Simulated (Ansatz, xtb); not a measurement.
Two isomers of C3H6N2SeSi

We compare X, `[SiH3][Se]c1cn[nH]c1`, a singlet, with Y, `C[SiH2]c1cn[se]n1`, a singlet. Both are isolated molecules in the gas phase, relaxed with B3LYP/def2-SVP; the shapes shown needn't be the lowest conformers.

X (Å):

```yaml
atoms:
  - { symbol: C, position_ang: [-0.9430, -0.8238, 0.8045] }
  - { symbol: C, position_ang: [-1.4397, 0.4038, 1.3232] }
  - { symbol: C, position_ang: [0.3105, -0.9592, 1.3876] }
  - { symbol: N, position_ang: [-0.5686, 0.9745, 2.1466] }
  - { symbol: N, position_ang: [0.4783, 0.1355, 2.1705] }
  - { symbol: Se, position_ang: [-1.8250, -2.0728, -0.3517] }
  - { symbol: Si, position_ang: [-1.1583, -1.1369, -2.3511] }
  - { symbol: H, position_ang: [0.3264, -1.1561, -2.4901] }
  - { symbol: H, position_ang: [-1.7748, -1.9807, -3.4148] }
  - { symbol: H, position_ang: [-1.6364, 0.2690, -2.4789] }
  - { symbol: H, position_ang: [-2.3997, 0.8769, 1.1187] }
  - { symbol: H, position_ang: [1.2813, 0.3634, 2.7454] }
  - { symbol: H, position_ang: [1.0638, -1.7390, 1.2984] }
```

Y (Å):

```xyz
13

C    -0.3825   -2.4380    0.1239
C    -1.6485    0.2342    1.0680
C    -2.7302    0.8468    1.8278
N    -3.3189    1.8908    1.3093
N    -1.3768    0.8104   -0.0827
Se   -2.5165    2.2205   -0.2840
Si   -0.6085   -1.2745    1.5829
H     0.0531   -1.8898   -0.7261
H     0.2881   -3.2725    0.3839
H    -1.3486   -2.8573   -0.1985
H     0.7103   -0.7885    2.0857
H    -1.3196   -1.9396    2.7165
H    -3.0675    0.4718    2.8011
```

Problem. Which of the two would you expect CCSD(T)/def2-SVP + ΔMP2/def2-TZVPP electronic energies to favour?

Solution. Too close to call at this level: CCSD(T)/def2-SVP + ΔMP2/def2-TZVPP gives E(Y) − E(X) = −0.016 eV.

The same difference at several levels:

```json
{"level": "B3LYP/def2-SVP", "geometry": "B3LYP/def2-SVP", "E(Y) − E(X) (eV)": "+0.339", "departure from the last row (eV)": "+0.355", "job, with rough time for the two": "optimisation, 2.6 min"}
{"level": "HF/def2-SVP", "geometry": "B3LYP/def2-SVP", "E(Y) − E(X) (eV)": "+0.738", "departure from the last row (eV)": "+0.754", "job, with rough time for the two": "part of the CCSD(T) run"}
{"level": "MP2/def2-SVP", "geometry": "B3LYP/def2-SVP", "E(Y) − E(X) (eV)": "+0.407", "departure from the last row (eV)": "+0.423", "job, with rough time for the two": "part of the CCSD(T) run"}
{"level": "CCSD(T)/def2-SVP", "geometry": "B3LYP/def2-SVP", "E(Y) − E(X) (eV)": "+0.364", "departure from the last row (eV)": "+0.380", "job, with rough time for the two": "single point"}
{"level": "CCSD(T)/def2-SVP + ΔMP2/def2-TZVPP", "geometry": "B3LYP/def2-SVP", "E(Y) − E(X) (eV)": "−0.016", "departure from the last row (eV)": "", "job, with rough time for the two": "single point, 1.9 min"}
```

As drawn, Y has 2 C–Si, 2 N∷Se, 2 C–H in place of 1 Se–Si, 1 C–Se, 1 C∷C, 1 N∷N, 1 Si–H, 1 N–H (∷ is an aromatic bond).

The largest departure from CCSD(T)/def2-SVP + ΔMP2/def2-TZVPP is that of HF/def2-SVP, 0.754 eV. Levels run at GFN2-xTB geometries aren't shown. The last row adds to CCSD(T) the change of the MP2 difference between the two basis sets, here −0.380 eV, a large step that makes the value less sure.

With thermal terms from frequencies at re-optimised GFN2-xTB minima (ideal gas, soft modes damped towards free rotors, one conformer each, 298.15 K, 1 atm): on the last row, ΔE + ΔZPE = −0.020, ΔH = −0.014, ΔG = −0.042 eV.

The correlated steps freeze 19 core orbitals; the filled d shell of Se is correlated, in a basis made for valence electrons. Programs: Ansatz 0.2.0, xtb 6.7.1; the last row on 4 threads of Arm Neoverse V1 on a shared host.
